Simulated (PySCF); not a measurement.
Compound: C6H9O (doublet state).
Geometry (GFN2-xTB, Å), atoms numbered from 1 in this order:
```xyz
16
C6H9O angstrom
C      3.3338    0.2127    0.2697
O      2.0720    0.0243   -0.1410
C      1.0471    0.2596    0.6965
C     -0.2234    0.0375    0.3440
C     -1.5250    0.2139    1.0690
C     -2.2483   -0.3202   -0.1828
C     -0.8927   -0.4758   -0.8976
H      3.5374    0.6554    1.2279
H      4.0789    0.1133   -0.4907
H      1.2970    0.6455    1.6816
H     -1.6365   -0.4006    1.9628
H     -1.7625    1.2450    1.3329
H     -2.9226    0.3941   -0.6491
H     -2.7795   -1.2553   -0.0226
H     -0.7587    0.1562   -1.7756
H     -0.6244   -1.4967   -1.1689
```

The hyperfine couplings belong to this conformer and change with its torsions.

As a line formula: `[CH2]OC=C1CCC1` [radical].

Level of theory: UKS B3LYP, pcH-1 on C H O, non-relativistic, mean-field spin-orbit, GIAO (PySCF). Geometry: GFN2-xTB, one conformer, isolated molecule. The geometry wasn't refined by DFT: couplings that depend on bond lengths, twists or pyramidal angles can differ widely from those at the functional's own minimum. No stability test was run, so a lower SCF solution isn't excluded.

Mulliken spin populations: C1 +0.921, O2 +0.109, C3 -0.070, C4 +0.116, C5 -0.011, C6 +0.001, C7 -0.010, H8 -0.041, H9 -0.040, H10 +0.002, H11 +0.006, H12 +0.006, H13 0.000, H14 0.000, H15 +0.006, H16 +0.005.

(1) Give the computed dipolar 1H tensors of H10, H11, H12, H13, H14, H15, H16.

(2) Estimate them with point dipoles: put each population ρk at its nucleus, leave out the nucleus itself and the atom bound to it, and sum T = Σ [ρk/(2S)]·C·(3 n nᵀ − 1)/r³ with C = μ0 gₑ μB g_N μN/(4π h) = 79.06 MHz Å³.

(3) If all the spin sat on C1, T∥ = 2C/r³. What distance does the computed T3 of H16 then imply?

## Answers

(1) 
```
atom            position  distance from C1 (Å)  T1 (MHz)     T2    T3
 H10  γ, 3 bonds from C1                  2.52     -4.11  -4.00  8.11
 H11     5 bonds from C1                  5.29     -0.89  -0.74  1.63
 H12     5 bonds from C1                  5.31     -0.87  -0.76  1.64
 H13     6 bonds from C1                  6.33     -0.56  -0.53  1.09
 H14     6 bonds from C1                  6.29     -0.57  -0.53  1.10
 H15     5 bonds from C1                  4.58     -1.25  -0.74  1.99
 H16     5 bonds from C1                  4.55     -1.27  -0.74  2.01
```

(2) 
| atom | T1 (MHz) | T2 | T3 | T3, computed | difference in T3 (%) |
| --- | --- | --- | --- | --- | --- |
| H10 | -6.15 | -2.82 | 8.97 | 8.11 | +11 |
| H11 | -1.22 | -0.98 | 2.20 | 1.63 | +35 |
| H12 | -1.21 | -1.00 | 2.21 | 1.64 | +35 |
| H13 | -0.57 | -0.55 | 1.12 | 1.09 | +3 |
| H14 | -0.58 | -0.56 | 1.14 | 1.10 | +3 |
| H15 | -1.52 | -0.79 | 2.31 | 1.99 | +16 |
| H16 | -1.53 | -0.77 | 2.31 | 2.01 | +15 |

(3) r = (2 × 79.06/2.01)^(1/3) = 4.28 Å, against 4.55 Å in the structure.
